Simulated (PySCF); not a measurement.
# Reading the logs of faulty runs: CH6OSi2

These are calculations, not measurements. The program is PySCF 2.14.0, an open-source quantum chemistry code, run on an isolated molecule that a program drew, which may never have been made. The molecule is CH6OSi2 (charge 0, singlet), drawn as the SMILES string `[SiH]OC[SiH3]`.

Each row is a Hartree-Fock (HF) and frozen-core CCSD(T) single point in the cc-pV(D+d)Z basis, meant for a local HF minimum. Run 1 is clean. Each other run has one planted mistake out of seven kinds, and not every kind appears here: one electron removed, one electron added, multiplicity raised by two, geometry at a saddle point, minimal basis STO-3G, one bond length entered in bohr, all coordinates scaled. The reference is restricted for singlets and unrestricted otherwise, and also for a bond in bohr. Adding or removing an electron swaps singlet and doublet. Electrons count all cores. HOMO and LUMO are orbital energies over both spins, the gradient is its largest component, and the lowest frequency (negative if imaginary) is given only where the gradient is small. Bond lengths are over the 9 bonds as drawn. T1 is the CCSD diagnostic: over 0.02 (restricted) or 0.045 (unrestricted) a single reference is doubtful.

Geometry of the clean run:
```xyz
10
CH6OSi2, angstrom
Si   -0.9690    1.2457    2.2554
O     0.2803    0.6813    1.3485
C     0.3632   -0.2642    0.2944
Si    1.1536    0.5633   -1.2182
H    -2.0954    0.4292    1.6069
H    -0.6296   -0.6586    0.0552
H     0.9749   -1.1050    0.6316
H     2.5122    1.0440   -0.8850
H     0.3155    1.7096   -1.6411
H     1.2361   -0.4194   -2.3266
```

| run | electrons | basis functions | <S^2> | HOMO (eV) | LUMO (eV) | gradient (hartree/bohr) | lowest frequency (cm^-1) | mean bond (Å) | longest bond (Å) | T1 | HF (hartree) | CCSD(T) (hartree) | mistake |
|---|---|---|---|---|---|---|---|---|---|---|---|---|---|
| 1 | 48 | 104 | 0.000 | -8.98 | 1.34 | 1.9e-05 | 52 | 1.4585 | 1.897 | 0.0163 | -694.06983 | -694.65612 | no fault |
| 2 | 48 | 104 | 0.000 | -8.75 | 1.54 | 5.3e-02 | - | 1.3812 | 1.796 | 0.0146 | -694.04004 | -694.61788 | all coordinates scaled |
| 3 | 48 | 104 | 1.033 | -7.60 | 0.92 | 2.5e-02 | - | 1.6209 | 3.106 | 0.0239 | -693.96482 | -694.50944 | one bond length entered in bohr |
| 4 | 48 | 34 | 0.000 | -6.16 | 6.88 | 2.8e-02 | - | 1.4585 | 1.897 | 0.0207 | -685.90946 | -686.13780 | ? |

**Which mistake was planted in run 4, and what did it cost?**

It has 34 basis functions where the clean run has 104, with the same electrons and geometry. So the mistake is: minimal basis STO-3G. Subtracting run 1 and multiplying by 627.51 kcal/mol a hartree, the energy moved by 5120.7 kcal/mol in HF and 5345.3 kcal/mol in CCSD(T).

Cautions from the logs. Run 4: T1 is over the limit, so its CCSD(T) energy is less reliable.
